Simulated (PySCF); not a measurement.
Species: B5H9S.
Cartesian coordinates in Å at the PBE0-D3(BJ)/def2-SVP level; atoms count from 1:
```
atom  x, y, z in Å
B1    -1.0594    0.6945    0.0033
B2     0.4260    0.8390    0.9857
B3    -0.1754   -0.6771    0.5095
B4    -0.1783   -0.3587   -1.1603
B5     1.3109   -0.1981   -0.1875
H6    -2.2075    0.9980    0.1596
H7     0.6784    1.2956    2.0640
S8    -0.6062   -2.1601    1.5305
H9    -1.5490   -2.6441    0.6965
H10   -0.5057   -1.0361   -2.0931
H11    2.3800   -0.7374   -0.1919
H12   -0.2960    1.7678    0.3006
H13    1.4909    1.0865    0.1821
H14    1.0258    0.1989   -1.4494
H15   -0.7673    0.8552   -1.3056
```

The calculation used delta-SCF UKS SCAN, pcX-2 on the ionised atom, pcseg-1 elsewhere, spin-free X2C in PySCF. Every row has its own mixed basis.

```csv
ionised atom,basis functions,E(ground) (Eh),E(ionised) (Eh)
B1,164,-528.81366,-521.60547
B3,164,-528.81420,-521.64911
S8,175,-528.95272,-437.94275
```

Question: Turn these total energies into binding energies.

Answer: E(ionised) − E(ground), at 27.2114 eV a hartree:

```json
{"atom": "B1", "environment": "boron bonded to 3 B and 3 H", "difference (Eh)": "7.20819", "binding energy (eV)": "196.14"}
{"atom": "B3", "environment": "boron bonded to 4 B and S", "difference (Eh)": "7.16509", "binding energy (eV)": "194.97"}
{"atom": "S8", "environment": "sulfur bonded to B and H", "difference (Eh)": "91.00997", "binding energy (eV)": "2476.51"}
```

Question: How much do the ground-state energies differ, and what would follow from using one of them for all holes?

Answer: They run from -528.9527 Eh (core basis on S8) to -528.8137 Eh (on B1), 0.1390 Eh or 3.78 eV apart, though the state is the same; only basis and grid differ. Pairing the ion of B1 with the ground state of S8 would put its binding energy 3.78 eV too high.

Only 1s holes are shown. One atom of each set of topologically equivalent atoms was ionised and stands for the set; in this conformer not all members are related by symmetry, and their own values weren't computed. Isolated species at its PBE0-D3(BJ)/def2-SVP geometry, gas phase.

The run took 37 s wall on one thread of an Arm Neoverse V1, shared host with 32 logical CPUs at a one-minute load of 19, and the process peaked at 0.63 GiB of memory.
